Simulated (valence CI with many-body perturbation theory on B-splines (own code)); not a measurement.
# Ce LIV: what each term of the Hamiltonian does

Computed by configuration interaction combined with many-body perturbation theory (CI+MBPT): three valence electrons over a frozen Dirac-Fock core [He], radial functions for each j: 11 s, 11 p, 9 d, 7 f, 5 g, 2 h, 1 i, with the one-electron correlation potential Σ1 (screened to all orders), the two-electron term Σ2, the three-electron term Σ3, Breit, model QED; selected single and double excitations, second order for the rest (own B-spline code, finite nucleus).

The last digits are not significant, and no measured levels were compared; by estimate large intervals hold to a few tenths of a per cent, small ones and those within an open d or f shell to about a per cent.

Each rung adds one term. CI alone is the Dirac-Coulomb CI over the frozen core; QED comes last and gives the full result, which names the levels. Energies are above (2s^2 2p1/2) J=1/2 on the same rung, in eV.

Levels are named by their leading jj configuration (3d3/2^4 stands for four electrons in 3d with j = 3/2), which in mixed levels can hold well under half, so a name can repeat and another be missing. Letters in brackets count levels of one name in rising energy.

```csv
Level,CI alone
(2s 2p1/2^2) J=1/2,182.0
(2s^2 2p3/2) J=3/2,498.0
(2s 2p1/2 2p3/2) J=3/2 [a],624.9
(2s 2p1/2 2p3/2) J=5/2,663.8
(2s 2p1/2 2p3/2) J=1/2,712.6
(2s 2p1/2 2p3/2) J=3/2 [b],716.2
(2p1/2^2 2p3/2) J=3/2,908.3
(2s 2p3/2^2) J=5/2,1143.5
(2s 2p3/2^2) J=1/2,1219.1
(2s 2p3/2^2) J=3/2,1223.8
(2p1/2 2p3/2^2) J=3/2,1370.9
(2p1/2 2p3/2^2) J=5/2,1396.3
(2p1/2 2p3/2^2) J=1/2,1431.6
(2p3/2^3) J=3/2,1903.3
(2s^2 3s) J=1/2,6093.6
(2s^2 3p1/2) J=1/2,6156.2
```

(1) What do these energies become with core correlation, Breit and QED?

(2) How does the ionisation energy move along the ladder, and which term matters most?

Results:

(1) (2s 2p1/2^2) J=1/2 182.4 (+0.36); (2s^2 2p3/2) J=3/2 490.8 (-7.21); (2s 2p1/2 2p3/2) J=3/2 [a] 618.0 (-6.94); (2s 2p1/2 2p3/2) J=5/2 651.9 (-11.91); (2s 2p1/2 2p3/2) J=1/2 705.7 (-6.92); (2s 2p1/2 2p3/2) J=3/2 [b] 706.4 (-9.76); (2p1/2^2 2p3/2) J=3/2 899.8 (-8.49); (2s 2p3/2^2) J=5/2 1126.8 (-16.65); (2s 2p3/2^2) J=1/2 1207.2 (-11.83); (2s 2p3/2^2) J=3/2 1208.2 (-15.58); (2p1/2 2p3/2^2) J=3/2 1355.5 (-15.36); (2p1/2 2p3/2^2) J=5/2 1376.1 (-20.12); (2p1/2 2p3/2^2) J=1/2 1417.9 (-13.68); (2p3/2^3) J=3/2 1880.9 (-22.35); (2s^2 3s) J=1/2 6083.7 (-9.89); (2s^2 3p1/2) J=1/2 6146.2 (-10.03).

(2) CI alone 10849, + Σ1 10849, + Σ2 10849, + Σ3 10849, + Breit 10835, + QED 10835 eV. The largest step is Breit, -15 eV. NIST lists 10840 ± 5 eV (theoretical).
